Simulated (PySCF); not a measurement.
Computed Raman spectrum (relative Raman activity) of a molecule CH5FO2Si2. Coordinates come from a PBE0-D3(BJ)/def2-SVP optimisation. Other conformers were not sampled. Computed with PySCF with PBE0-D3(BJ)/def2-SVP. Frequencies are harmonic and unscaled.

Lines under 2 % of the strongest are left out, and lines within 2 cm⁻¹ are merged.

| ν (cm⁻¹) | relative intensity |
|---|---|
| 441 | 11 |
| 511 | 5.1 |
| 686 | 6.7 |
| 751 | 7.7 |
| 756 | 3.3 |
| 848 | 4.6 |
| 864 | 4.8 |
| 964 | 7.0 |
| 1269 | 3.4 |
| 1440 | 4.1 |
| 1526 | 8.5 |
| 2242 | 100 |
| 2245 | 57 |
| 2298 | 92 |
| 3041 | 85 |
| 3111 | 67 |

Question: Pick the molecule that these values belong to.
A. O=CO[SiH2][SiH2]F
B. F[Si@H]1OC[SiH2]O1
C. F[Si@H]1OCO[SiH2]1
D. O[Si@@H]1OC[Si@@H]1F

Answer: C, F[Si@H]1OCO[SiH2]1
